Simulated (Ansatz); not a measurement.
Relative stability

Two relaxed structures of SiHSeS (charge -1), closed shell (PBE0-D4/def2-TZVPD; forces vanish, vibrations not checked).

A:

```json
{"atom": "S1", "x (Å)": "-1.6115", "y (Å)": "-0.0772", "z (Å)": "1.2037"}
{"atom": "Si2", "x (Å)": "-0.0393", "y (Å)": "0.0210", "z (Å)": "-0.0160"}
{"atom": "Se3", "x (Å)": "1.9681", "y (Å)": "-0.6996", "z (Å)": "0.1069"}
{"atom": "H4", "x (Å)": "-0.3172", "y (Å)": "0.7559", "z (Å)": "-1.2946"}
```

B:

```json
{"atom": "S1", "x (Å)": "-0.8499", "y (Å)": "-0.6859", "z (Å)": "1.3104"}
{"atom": "Si2", "x (Å)": "-0.0235", "y (Å)": "0.3839", "z (Å)": "-0.1881"}
{"atom": "Se3", "x (Å)": "2.2411", "y (Å)": "-0.4579", "z (Å)": "-0.5028"}
{"atom": "H4", "x (Å)": "2.1872", "y (Å)": "-1.4804", "z (Å)": "0.5526"}
```

Computed with Ansatz 0.2.0 (basis: def2-TZVPPD); correlated methods freeze the cores. Filled d shells of the heavier atoms are correlated. The def2 sets are not built for correlating such inner shells, so the correlated values are less sure here. B3LYP uses VWN-RPA correlation.

Task: Which structure is lower at CCSD(T), and by how much? (An estimate is asked for; the value comes from the calculation.)

Result: Computed: A, by 0.932 eV (electronic energy, against the other). By their contacts, A is SiHSeS ([S][SiH][Se]), total charge -1 and B is SiHSeS ([S][Si][SeH]), total charge -1.

All methods give the same order:

| method | E(B) − E(A) (eV) |
| --- | --- |
| PBE-D4 | 0.865 |
| r2SCAN-D4 | 1.046 |
| PBE0-D4 | 0.967 |
| B3LYP-D4 | 0.921 |
| wB97M-V | 0.913 |
| HF | 1.126 |
| MP2 | 1.063 |
| CCSD | 0.956 |
| CCSD(T) | 0.932 |

No T1 diagnostic of these runs exceeds 0.015.

Labels in which every atom is bracketed show which atoms are joined, not bond orders.

For scale, one of the runs: CCSD(T)/def2-TZVPPD, 173 basis functions, launched by `ansatz run in.yaml --threads 2 --pin off --events-out ev --progress --plain --max-ram 4352MiB`. Hardware: 2 CPU threads of an Arm Neoverse V2, shared host. Wall time 37 s; peak host memory 1.4 GiB.
